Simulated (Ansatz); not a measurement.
Compare A (`N[C@H]1O[Si@@H]1[SiH3]`) with its isomer B (`N[SiH2]C1O[SiH2]1`).

Computed with Ansatz on PBE0-D4/def2-TZVP structures; ΔE is electronic, products minus reactants. CBS: MP2 limit from def2 TZ/QZ plus the TZ coupled-cluster correction, frozen cores. DFT in def2-TZVPP. B3LYP here is the variant with VWN-RPA as its local correlation; programs differ in this. Each species was taken in one conformer, which may not be the lowest.

(1) Which isomer does CCSD(T)/CBS put lower? Give the gap. (Estimate.)

(2) Give E(B) − E(A) in kJ/mol with CCSD(T)/def2-SVP, ωB97M-V, PBE0-D4, MP2/def2-TZVPP, BLYP-D4, CCSD/def2-TZVPP, B3LYP. (Estimate.)

(3) Does the order hold for the free energy at 298.15 K (harmonic terms from PBE0-D4)? (Best estimate.)

Largest T1 diagnostic: 0.015.

Results:

(1) The calculation gave: B, by 94.0 kJ/mol.

(2) Computed: CCSD(T)/def2-SVP -67.1, ωB97M-V -94.8, PBE0-D4 -73.9, MP2/def2-TZVPP -100.5, BLYP-D4 -78.9, CCSD/def2-TZVPP -92.8, B3LYP -83.0. None reverses the order clearly.

(3) Ansatz gave: Yes: G(B) − G(A) = -96.5 kJ/mol, for one conformer each.

Leaving LDA and LC-ωPBE aside and taking each functional with its dispersion term where it has one, the values, not all of them listed here, spread over 30.0 kJ/mol, from BHLYP-D4 to PBE-D4. From r2SCAN to r2SCAN0 (25 % exact exchange), in def2-TZVPP and without D4, E(B) − E(A) moves by −4.6 kJ/mol.
